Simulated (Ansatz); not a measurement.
Compare A (`C[Si](N)(O)Cl`) with its isomer B (`NCO[SiH2]Cl`).

Computed with Ansatz on PBE0-D4/def2-TZVP structures; ΔE is electronic, products minus reactants. CCSD(T)/CBS is the MP2 limit (def2-TZVPP, def2-QZVPP) plus CCSD(T) − MP2 in def2-TZVPP, frozen cores. DFT in def2-TZVPP. Each species was taken in one conformer, which may not be the lowest.

Which isomer does CCSD(T)/CBS put lower? Give the gap. (Best estimate.)

Ansatz gave: A, by 53.0 kcal/mol.

Give E(B) − E(A) in kcal/mol with MP2/def2-TZVPP, CCSD/def2-TZVPP, CCSD(T)/def2-SVP, CCSD(T)/def2-TZVPP, PBE0-D4, BLYP-D4, PBE-D4. (An estimate is asked.)

The calculation gave: MP2/def2-TZVPP 54.0, CCSD/def2-TZVPP 51.3, CCSD(T)/def2-SVP 41.8, CCSD(T)/def2-TZVPP 51.3, PBE0-D4 51.4, BLYP-D4 49.2, PBE-D4 49.8. None reverses the order clearly.

Does the order hold for the free energy at 298.15 K (harmonic terms from PBE0-D4)? (Estimate.)

The calculation gave: Yes: G(B) − G(A) = +52.3 kcal/mol, for one conformer each. Modes under 60 cm⁻¹, often nearly free rotors, make the harmonic entropy too high.

Largest T1 diagnostic: 0.011.

Leaving LDA and LC-ωPBE aside and taking each functional with its dispersion term where it has one, the values, not all of them listed here, spread over 4.3 kcal/mol, from BLYP-D4 to r2SCAN0-D4. LDA lies +1.1 kcal/mol from PBE without D4. The D4 term adds +1.3 kcal/mol with B3LYP and +0.7 kcal/mol with PBE0; it sums over pairs of atoms, weighted by their polarisabilities, and B3LYP, whose exchange is more repulsive, gets the larger term.

B3LYP here is the variant with VWN-RPA as its local correlation; programs differ in this.
